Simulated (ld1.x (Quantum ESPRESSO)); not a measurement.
## Building the TM potential for neon (Ne) (PBEsol, scalar-relativistic).

ld1.x (Quantum ESPRESSO) 7.5 input, shortened:

```
&input
   title='Ne', zed=10., rel=1, dft='PBESOL', iswitch=3,
   config='[Ne] 3d-2'
 /
 &inputp
   pseudotype=2, tm=.true., lloc=0,
   nlcc=.false.
 /
3
2P  2  1   6.00   0.00  1.10  1.10  0.0
3D  3  2  -2.00  -0.05  1.00  1.00  0.0
2S  1  0   2.00   0.00  0.70  0.70  0.0
 &test
   configts(1)='2s2 2p6'
 /
```

All-electron outer shells of the reference configuration (PBEsol, scalar-relativistic, ld1.x):

```json
{"shell": "1s", "level (eV)": "-828.31", "outermost node (bohr)": "–", "outermost maximum (bohr)": "0.10"}
{"shell": "2s", "level (eV)": "-36.20", "outermost node (bohr)": "0.22", "outermost maximum (bohr)": "0.69"}
{"shell": "2p", "level (eV)": "-13.27", "outermost node (bohr)": "–", "outermost maximum (bohr)": "0.62"}
```

Results:

```json
{"Cutoffs needed": "200 Ry and 300 Ry (the cutoffs (Ry, on a coarse ladder) from which the occupation-weighted sum of valence levels, in a spherical-Bessel basis at the reference potential, stays within 10 and 1 mRy of its value at 400 Ry)", "Ghost test": "no extra level below or beside the all-electron valence levels (p, d, s, f tested) (spherical-Bessel basis up to 400 Ry, 20 bohr box)", "Largest excitation error": "+1095 meV (all-electron minus pseudo) for 2s2 2p2, out of 6 test configurations"}
```

Generation and tests took about 1.6 s on one core of a shared server CPU.
